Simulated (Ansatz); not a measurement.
Reaction (redistribution): `CN[SiH2]C=O` + `[SiH3]B[CH2][InH2]` → `O=C[SiH2][CH2][InH2]` + `CNB[SiH3]`

Computed with Ansatz on PBE0-D4/def2-TZVP structures; ΔE is electronic, products minus reactants. CBS: MP2 limit from def2 TZ/QZ plus the TZ coupled-cluster correction, frozen cores. Elements past krypton have def2 core potentials. For In outer-core shells are correlated without core-valence functions, which leaves a few kJ/mol of doubt a bond. Each species was taken in one conformer, which may not be the lowest.

`CN[SiH2]C=O`:

Z-matrix (Å, degrees):
```
C
N 1 1.451
H 1 1.095 2 113.1
H 1 1.094 2 110.8 3 -122.3
H 1 1.093 2 109.4 3 119.9
Si 2 1.703 1 123.2 3 -86.8
H 2 1.007 1 113.6 3 66.4
C 6 1.928 2 114.4 1 65.1
H 6 1.488 2 109.4 1 -175.1
H 6 1.490 2 110.4 1 -53.2
O 8 1.207 6 122.3 2 2.0
H 8 1.121 6 118.9 2 -177.6
```

`[SiH3]B[CH2][InH2]`:

Z-matrix (Å, degrees):
```
Si
In 1 3.072
B 1 2.021 2 55.8
H 1 1.541 2 48.1 3 176.4
H 1 1.488 2 119.1 3 -103.8
H 1 1.485 2 126.4 3 102.9
C 2 2.331 1 65.7 3 31.4
H 2 1.712 1 112.4 3 129.9
H 2 1.711 1 99.9 3 -91.7
H 3 1.199 1 120.2 2 109.9
H 7 1.090 2 110.0 1 -157.3
H 7 1.090 2 95.7 1 86.2
```

`O=C[SiH2][CH2][InH2]`:

```xyz
12

O     1.205   -1.972   -1.970
C     1.641   -0.880   -1.706
Si    0.791    0.295   -0.434
C    -0.730   -0.453    0.298
In   -1.722    0.819    1.737
H     2.573   -0.529   -2.215
H     1.825    0.610    0.595
H     0.509    1.565   -1.165
H    -0.457   -1.389    0.792
H    -1.432   -0.680   -0.509
H    -1.261    0.711    3.395
H    -2.943    1.903    1.184
```

`CNB[SiH3]`:

```xyz
12

C     0.897   -0.757   -1.781
N     0.035   -0.188   -0.768
B     0.334   -0.002    0.570
Si   -1.024    0.814    1.814
H     0.454   -1.654   -2.223
H     1.848   -1.030   -1.325
H     1.091   -0.041   -2.586
H    -0.870    0.088   -1.119
H     1.421   -0.344    0.947
H    -1.372   -0.109    2.933
H    -0.518    2.073    2.433
H    -2.296    1.150    1.104
```

```tsv
species	CCSD(T)/def2-TZVPP energy (Eh)
`CN[SiH2]C=O`	-499.12324
`[SiH3]B[CH2][InH2]`	-546.12379
`O=C[SiH2][CH2][InH2]`	-633.89852
`CNB[SiH3]`	-411.36989
```

Q: Work out ΔE.

A: ΔE = (-633.89852) + (-411.36989) − (-499.12324) − (-546.12379) = -0.02138 Eh = -56.1 kJ/mol. CCSD(T)/CBS gives -48.7 kJ/mol.

Largest T1 diagnostic among the species: 0.015.

In def2-TZVPP, CCSD(T) changes the Hartree–Fock value by +24.5 kJ/mol (the triples alone add +4.1 kJ/mol) and MP2 by +29.7 kJ/mol. The D4 term adds +8.5 kJ/mol with B3LYP and +4.4 kJ/mol with PBE0; it sums over pairs of atoms, weighted by their polarisabilities, and B3LYP, whose exchange is more repulsive, gets the larger term.

B3LYP here is the variant with VWN-RPA as its local correlation; programs differ in this.
